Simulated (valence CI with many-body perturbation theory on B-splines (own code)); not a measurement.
Values are calculated unless marked as measured or tabulated.
**Hyperfine factors and g values of Yb64+**

Level of theory: valence CI with perturbative core correlation (CI+MBPT): four valence electrons over a frozen Dirac-Fock core [He], radial functions for each j: 11 s, 11 p, 10 d, 8 f, 5 g, 2 h, with the one-electron correlation potential Σ1, the two-electron term Σ2, the three-electron term Σ3, Breit, model QED; selected CI, second order for the rest, scaled by the run's own slope (own B-spline code, finite nucleus).

The last digits are not significant, and no measured levels were compared; by estimate large intervals hold to a few tenths of a per cent, small ones and those within an open d or f shell to about a per cent. Among the levels kept, up to 1100 cm⁻¹ of a level comes from second order outside the variational space, and about a tenth of that is noise between levels of different J, which matters for small intervals.

A/g_I is the dipole constant over the nuclear g factor μ/I (μ in nuclear magnetons, uniformly magnetised nucleus), B/Q the quadrupole constant per barn. Both hold the static response of the core; the bare values leave it out. Large factors of s and p1/2 electrons are usually good to 5 to 10 %; those of open d and f shells near neutrality can be off by tens of per cent, and small factors of p3/2, d and f electrons come from cancelling terms and can be off by a factor of two or in sign, in half-filled shells by more. B is blank for J = 1/2, where it vanishes, and for nearly pure S terms. Energies count from the lowest level. Levels with J = 0 are left out.

Levels are named by their leading jj configuration (3d3/2^4 stands for four electrons in 3d with j = 3/2), which in mixed levels can hold well under half, so a name can repeat and another be missing. Letters in brackets count levels of one name in rising energy.

```
                     Level  E (eV)      g  A/g_I (MHz)  A/g_I bare  B/Q (MHz/b)  B/Q bare
    (2s^2 2p1/2 2p3/2) J=1  1091.3  1.472      -589000     -563000       691000    692000
    (2s^2 2p1/2 2p3/2) J=2  1109.4  1.140      1990000     2000000      1300000   1300000
    (2s 2p1/2^2 2p3/2) J=2  1367.3  1.502      4980000     4950000      1320000   1320000
    (2s 2p1/2^2 2p3/2) J=1  1449.5  1.110     -3600000    -3520000       789000    791000
        (2s^2 2p3/2^2) J=2  2221.7  1.294       711000      727000        81600     81700
(2s 2p1/2 2p3/2^2) J=2 [a]  2431.9  1.549      3560000     3540000       237000    238000
    (2s 2p1/2 2p3/2^2) J=3  2475.1  1.298      4440000     4420000        -2220     -2260
(2s 2p1/2 2p3/2^2) J=1 [a]  2553.3  1.300     -4190000    -4100000      -440000   -440000
(2s 2p1/2 2p3/2^2) J=2 [b]  2562.9  1.050      -293000     -255000      -164000   -164000
(2s 2p1/2 2p3/2^2) J=1 [b]  2566.9  1.301     1.12e+07    1.10e+07       244000    245000
     (2p1/2^2 2p3/2^2) J=2  2855.2  1.310       663000      694000        77600     77700
          (2s 2p3/2^3) J=2  3619.6  1.433      5050000     5010000     -1410000  -1410000
          (2s 2p3/2^3) J=1  3699.7  1.161     -3650000    -3570000      -591000   -592000
       (2p1/2 2p3/2^3) J=1  3960.9  1.472      -638000     -589000      -686000   -687000
       (2p1/2 2p3/2^3) J=2  3979.2  1.124      1980000     2000000     -1450000  -1460000
       (2s^2 2p1/2 3s) J=1  9138.4  1.305      5570000     5530000       -14100    -14100
    (2s^2 2p1/2 3p1/2) J=1  9216.5  0.637      3850000     3830000        -3410     -3420
       (2s 2p1/2^2 3s) J=1  9385.4  2.007     1.14e+07    1.13e+07         8500      8510
    (2s 2p1/2^2 3p1/2) J=1  9475.1  1.348      9790000     9690000        -5650     -5660
    (2s^2 2p1/2 3p3/2) J=2  9560.5  1.147      1630000     1630000       404000    404000
    (2s^2 2p1/2 3p3/2) J=1  9562.0  1.502     -1060000    -1040000       200000    200000
    (2s^2 2p1/2 3d3/2) J=2  9621.9  0.744      1570000     1570000        84300     84900
    (2s^2 2p1/2 3d3/2) J=1  9647.5  0.828     -1270000    -1270000        33800     34100
    (2s^2 2p1/2 3d5/2) J=2  9721.8  1.282      -843000     -840000        78100     78700
    (2s^2 2p1/2 3d5/2) J=3  9725.9  1.095      1030000     1020000        74200     74900
    (2s 2p1/2^2 3p3/2) J=2  9814.1  1.500      4550000     4510000       394000    395000
    (2s 2p1/2^2 3p3/2) J=1  9819.1  1.134     -4230000    -4170000       208000    208000
    (2s 2p1/2^2 3d3/2) J=1  9874.7  0.467     -4340000    -4300000        35000     35300
    (2s 2p1/2^2 3d3/2) J=2  9880.6  1.116      4490000     4440000        67900     68500
    (2s 2p1/2^2 3d5/2) J=3  9971.8  1.332      3040000     3000000        67300     68100
    (2s 2p1/2^2 3d5/2) J=2  9988.8  1.028     -2850000    -2820000        56600     57200
```

Problem. Take the isotope of mass number 171, with I = 1/2, μ = 0.4923 μN. What is the hyperfine structure of (2s^2 2p3/2^2) J=2?

Solution. From the table A = 701000 MHz. Shifts from the centre of gravity in MHz: F = 3/2: -1050000, F = 5/2: 701000.
